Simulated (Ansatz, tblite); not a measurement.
Forces on the cluster B₂O₅H₄ at its PBE-D4/def2-SVP geometry. Charge 0, multiplicity 1.

The xTB rows come from tblite. The structure holds 2 bonds between oxygen atoms, so isomers without such links may lie far lower. Another isomer (singlet) lies 5.14 eV lower at PBE0-D4/def2-TZVP; other spin states weren't run for this one.

GFN1-xTB (tblite), largest force 2.48 eV/Å:

```xyz
11
positions Å, forces eV/Å
B     0.966   -1.345    0.690    0.063   -0.472    0.887
B    -0.658    1.137   -0.780   -0.112    0.256   -0.999
O    -0.305   -0.901    0.337    0.791    0.228   -1.466
O    -0.361    1.806    0.453   -2.150   -0.895    0.053
O    -1.763    1.247    0.461    2.451    0.352   -0.172
O     2.053   -1.181   -0.088   -0.723    0.319   -0.371
O    -0.279   -0.212   -0.989   -0.551   -0.148    1.773
H    -0.870    1.710   -1.828    0.019   -0.227    0.768
H     1.791   -0.720   -0.914    0.303   -0.296    0.481
H    -1.574    0.360    0.892   -0.124    0.517   -0.220
H     1.001   -1.901    1.768    0.033    0.365   -0.733
```

GFN2-xTB (tblite), largest force 2.41 eV/Å:

```
B 0.140 -0.206 0.298
B -0.175 0.146 -0.376
O 1.066 0.108 -1.034
O -2.003 -0.925 -0.410
O 2.374 0.307 -0.235
O -1.134 0.226 0.008
O -0.511 0.150 1.436
H 0.148 -0.362 0.864
H 0.341 -0.336 0.515
H -0.220 0.418 -0.166
H -0.026 0.475 -0.901
```

PBE-D4/def2-TZVP (Ansatz), largest force 0.37 eV/Å:

```
B -0.098 -0.123 0.332
B -0.077 0.108 -0.273
O 0.038 -0.115 0.079
O 0.020 0.104 0.037
O -0.029 -0.084 0.045
O 0.094 0.049 -0.164
O 0.008 -0.038 -0.120
H 0.062 -0.127 0.281
H 0.080 -0.055 0.074
H -0.068 0.150 -0.004
H -0.029 0.133 -0.288
```
